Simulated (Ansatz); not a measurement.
Consider the atomization: `C[SiH](F)S[SiH3]` → C• + F• + 7 H• + S• + 2 Si•.

Program: Ansatz. Geometries: PBE0-D4/def2-TZVP. ΔE: electronic, gas phase. CCSD(T)/CBS adds triple-zeta CCSD(T) − MP2 to the extrapolated MP2 energy (def2 sets, frozen cores). This one scheme is used for every species, atoms too. For atomizations the MP2-based limit and the directly extrapolated one differ by several kJ/mol either way, and by 10 to 25 for some Ge, Se and Sn compounds, so smaller differences from it don't rank the levels. DFT in def2-TZVPP. No spin–orbit coupling; open shells (•) take unrestricted orbitals. Spin–orbit coupling would lower the free atoms: a little for C, F, S, Si. One conformer a species, not always the lowest.

```tsv
species	B97M-V energy (Eh)
`C[SiH](F)S[SiH3]`	-1119.28171
C•	-37.85881
F•	-99.73199
H•	-0.50030
S•	-398.00586
Si•	-289.29108
```

Question: Work out ΔE.

Answer: ΔE = 7 × (-0.50030) + 2 × (-289.29108) + (-37.85881) + (-99.73199) + (-398.00586) − (-1119.28171) = 1.60079 Eh = +4202.9 kJ/mol. CCSD(T)/CBS gives +4187.0 kJ/mol.

Question: What do rigid-rotor, harmonic-oscillator terms from PBE0-D4/def2-TZVP frequencies (298.15 K, 1 bar) make of the CCSD(T)/CBS value? (Best estimate.)

Answer: Ansatz gave: ΔZPE = -200.2 kJ/mol, ΔH = +4035.8 kJ/mol, ΔS = 1241 J/(mol·K), ΔG = +3665.8 kJ/mol. Open shells count their whole term as degenerate. Modes under 50 cm⁻¹ make the entropy rough.

Largest T1 diagnostic among the species: 0.012.

From BLYP to BHLYP (50 % exact exchange), in def2-TZVPP and without D4, ΔE moves by −8.1 kJ/mol: exact exchange takes away binding that semilocal exchange gives to molecules. In def2-TZVPP, CCSD(T) changes the Hartree–Fock value by +903.9 kJ/mol (the triples alone add +48.8 kJ/mol) and MP2 by +943.5 kJ/mol; breaking electron pairs costs correlation energy, which Hartree–Fock lacks.
